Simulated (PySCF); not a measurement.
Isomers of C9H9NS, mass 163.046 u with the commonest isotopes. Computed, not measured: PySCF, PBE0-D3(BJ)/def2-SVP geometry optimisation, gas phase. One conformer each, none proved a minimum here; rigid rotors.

Problem. Order these by rotational constant B, smallest first.
A. 2,5-dimethylbenzothiazole (`Cc1ccc2sc(C)nc2c1`)
B. `[CH3:1][S:2][c:3]1[cH:4][c:5]([CH3:6])[cH:7][c:8]([C:9]#[N:10])[cH:11]1` with C1–S2–C3–C4 1°
C. `[CH3:1][CH2:2][c:3]1[cH:4][c:5]2[cH:6][cH:7][s:8][c:9]2[cH:10][n:11]1` with C1–C2–C3–C4 -118°

Solution. C (581.3 MHz), A (638.5 MHz), B (655.5 MHz).

Problem. Order these by rotational constant C, largest first.
A. `[CH3:1][S:2][c:3]1[cH:4][c:5]([CH3:6])[cH:7][c:8]([C:9]#[N:10])[cH:11]1` with C1–S2–C3–C4 1°
B. `[CH3:1][CH2:2][c:3]1[cH:4][c:5]2[cH:6][cH:7][s:8][c:9]2[cH:10][n:11]1` with C1–C2–C3–C4 -118°
C. `Cc1ccc2sc(C)nc2c1` (2,5-dimethylbenzothiazole)

Solution. C (513.4 MHz), B (497.8 MHz), A (445.4 MHz).

Problem. Order these by radius of gyration √(Σ m r²/M), largest first.
A. `[CH3:1][CH2:2][c:3]1[cH:4][c:5]2[cH:6][cH:7][s:8][c:9]2[cH:10][n:11]1` with C1–C2–C3–C4 -118°
B. `[CH3:1][S:2][c:3]1[cH:4][c:5]([CH3:6])[cH:7][c:8]([C:9]#[N:10])[cH:11]1` with C1–S2–C3–C4 1°
C. 2,5-dimethylbenzothiazole, `CC1=CC2=C(C=C1)SC(C)=N2`

Solution. B (2.642 Å), A (2.518 Å), C (2.461 Å).

| SMILES | point group | Ia (u·Å²) | Ib (u·Å²) | Ic (u·Å²) | κ | μa (D) | μb (D) | μc (D) |
| --- | --- | --- | --- | --- | --- | --- | --- | --- |
| CSc1cc(C)cc(C#N)c1 | – | 370.28 | 770.95 | 1134.77 | -0.54 | 4.68 | 3.90 | 0.05 |
| CCc1cc2ccsc2cn1 | C1 | 182.98 | 869.41 | 1015.16 | -0.93 | 1.28 | 1.85 | 0.15 |
| Cc1ccc2sc(C)nc2c1 | near Cs | 199.29 | 791.52 | 984.46 | -0.88 | 0.02 | 0.76 | 0.01 |
